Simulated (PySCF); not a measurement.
## Correlation energy of Au (gold, neutral)

[Xe] 4f14 5d10 6d1, 2D determinant (an excited configuration). Computed with PySCF 2.14 in aug-cc-pVDZ-PP with ECP60MDF (5s5p4d2f, 54 functions), with scalar relativity through the core potential. Frozen: 5s2 5p6; 11 electrons correlated.

```tsv
level	correlation energy (mhartree)
CCSD	-261.68
(T)	-6.61
CCSD(T)	-268.29
```

Diagnostics: T1 = 0.0062, D1 = 0.0188, largest double amplitude 0.023.

Spin-orbit coupling, absent here, splits the open shell strongly. The outer electron is Rydberg-like, and this basis confines it to a smaller radius and binds it less than a complete one would.

Cost of the coupled-cluster step: of the order of 5 core-seconds, for 11 correlated electrons.

Iterations:

```
CC2 = 0
CCSD nocc = (np.int64(6), np.int64(5)), nmo = (50, 50)
frozen orbitals [[0, 1, 2, 3], [0, 1, 2, 3]]
max_cycle = 100
direct = 0
conv_tol = 1e-08
conv_tol_normt = 1e-06
diis_space = 8
diis_start_cycle = 0
Init t2, MP2 energy = -0.275067215101175
Init E_corr(UCCSD) = -0.275067215101721
cycle = 1  E_corr(UCCSD) = -0.257915975749678  dE = 0.0171512394  norm(t1,t2) = 0.0422888
cycle = 2  E_corr(UCCSD) = -0.261476869950731  dE = -0.0035608942  norm(t1,t2) = 0.0183494
cycle = 3  E_corr(UCCSD) = -0.261483871316558  dE = -7.00136583e-06  norm(t1,t2) = 0.0181157
cycle = 4  E_corr(UCCSD) = -0.26107428671255  dE = 0.000409584604  norm(t1,t2) = 0.0208242
cycle = 5  E_corr(UCCSD) = -0.261654059232952  dE = -0.00057977252  norm(t1,t2) = 0.0106421
cycle = 6  E_corr(UCCSD) = -0.261724195039566  dE = -7.01358066e-05  norm(t1,t2) = 0.00253473
cycle = 7  E_corr(UCCSD) = -0.261650238365271  dE = 7.39566743e-05  norm(t1,t2) = 0.00122547
cycle = 8  E_corr(UCCSD) = -0.261670699272637  dE = -2.04609074e-05  norm(t1,t2) = 0.000638506
cycle = 9  E_corr(UCCSD) = -0.261682315182354  dE = -1.16159097e-05  norm(t1,t2) = 0.000292566
cycle = 10  E_corr(UCCSD) = -0.261674048116221  dE = 8.26706613e-06  norm(t1,t2) = 0.000146852
cycle = 11  E_corr(UCCSD) = -0.261675508650989  dE = -1.46053477e-06  norm(t1,t2) = 7.45797e-05
cycle = 12  E_corr(UCCSD) = -0.261676196010694  dE = -6.87359705e-07  norm(t1,t2) = 4.53104e-05
cycle = 13  E_corr(UCCSD) = -0.261675878157628  dE = 3.17853066e-07  norm(t1,t2) = 2.48285e-05
cycle = 14  E_corr(UCCSD) = -0.261676013687105  dE = -1.35529477e-07  norm(t1,t2) = 1.24248e-05
cycle = 15  E_corr(UCCSD) = -0.261675938895513  dE = 7.47915916e-08  norm(t1,t2) = 6.14949e-06
cycle = 16  E_corr(UCCSD) = -0.261675933661333  dE = 5.23418026e-09  norm(t1,t2) = 5.09377e-06
cycle = 17  E_corr(UCCSD) = -0.261675888081646  dE = 4.55796875e-08  norm(t1,t2) = 5.90169e-06
cycle = 18  E_corr(UCCSD) = -0.261675891913471  dE = -3.83182569e-09  norm(t1,t2) = 3.79315e-06
cycle = 19  E_corr(UCCSD) = -0.261675901551758  dE = -9.638287e-09  norm(t1,t2) = 1.65321e-06
cycle = 20  E_corr(UCCSD) = -0.261675907567354  dE = -6.01559602e-09  norm(t1,t2) = 9.04228e-07
UCCSD converged
E(UCCSD) = -134.7702648423703  E_corr = -0.2616759075673543
UCCSD(T) correction = -0.00661168083285327
```
